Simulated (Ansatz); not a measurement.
C2H10OSi2 can be A, `C[SiH2]C[SiH2]O`, or B, `C[SiH](C)O[SiH3]`.

Program: Ansatz. Geometries: PBE0-D4/def2-TZVP. ΔE: electronic, gas phase. CCSD(T)/CBS adds triple-zeta CCSD(T) − MP2 to the extrapolated MP2 energy (def2 sets, frozen cores). Functionals use def2-TZVPP. B3LYP here is the variant with VWN-RPA as its local correlation; programs differ in this. One conformer a species, not always the lowest.

(1) Which is lower in electronic energy at CCSD(T)/CBS, and by how much? (Estimate.)

(2) Give E(B) − E(A) in kcal/mol with CCSD/def2-TZVPP, HF/def2-TZVPP, ωB97M-V, B3LYP-D4, MP2/def2-TZVPP, r2SCAN-D4, PBE0-D4. (An estimate is asked.)

Largest T1 diagnostic: 0.011.

Results:

(1) The calculation gave: B, by 26.0 kcal/mol.

(2) The calculation gave: CCSD/def2-TZVPP -26.9, HF/def2-TZVPP -31.7, ωB97M-V -25.8, B3LYP-D4 -27.3, MP2/def2-TZVPP -26.0, r2SCAN-D4 -26.0, PBE0-D4 -24.1. None reverses the order clearly.

From PBE to PBE0 (25 % exact exchange), in def2-TZVPP and without D4, E(B) − E(A) moves by −1.1 kcal/mol. In def2-TZVPP, CCSD(T) changes the Hartree–Fock value by +5.7 kcal/mol (the triples alone add +0.8 kcal/mol) and MP2 by +5.7 kcal/mol.
